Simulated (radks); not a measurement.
The numbers below are computed, except where a source is named.
Charge is removed step by step from the 4f down level of the erbium ion Er3+, starting from [Xe] 4f(up 7, down 4). Level of theory: non-relativistic Kohn-Sham, SCAN, spin-polarised, spherical densities, point nucleus; meta-GGA in the generalised Kohn-Sham scheme; relativity is left out, which matters for an element this heavy (a radial shooting solver on a logarithmic mesh with Libxc functionals).

removed (e)  E - E(0) (eV)  eigenvalue (eV)  E minus straight line (eV)
0                    0.000          -38.267                       0.000
0.125                4.929          -40.753                      -1.132
0.25                10.178          -43.276                      -1.944
0.375               15.747          -45.834                      -2.437
0.5                 21.629          -48.427                      -2.615
0.625               27.854          -51.054                      -2.452
0.75                34.420          -53.715                      -1.947
0.875               41.272          -56.408                      -1.157
1                   48.490          -59.133                       0.000

Removing the whole electron costs 48.490 eV by Delta-SCF, against 38.267 eV from minus the eigenvalue at the starting occupation. Slater's transition state (half an electron removed) gives 48.427 eV. Integrating minus the eigenvalue over the occupation (Janak's theorem) gives 48.518 eV. The mean slope of the eigenvalue, de/dn, is 20.9 eV per electron. Ionisation energy of Er3+ in the NIST Atomic Spectra Database: 42.42 eV (semi-empirical).
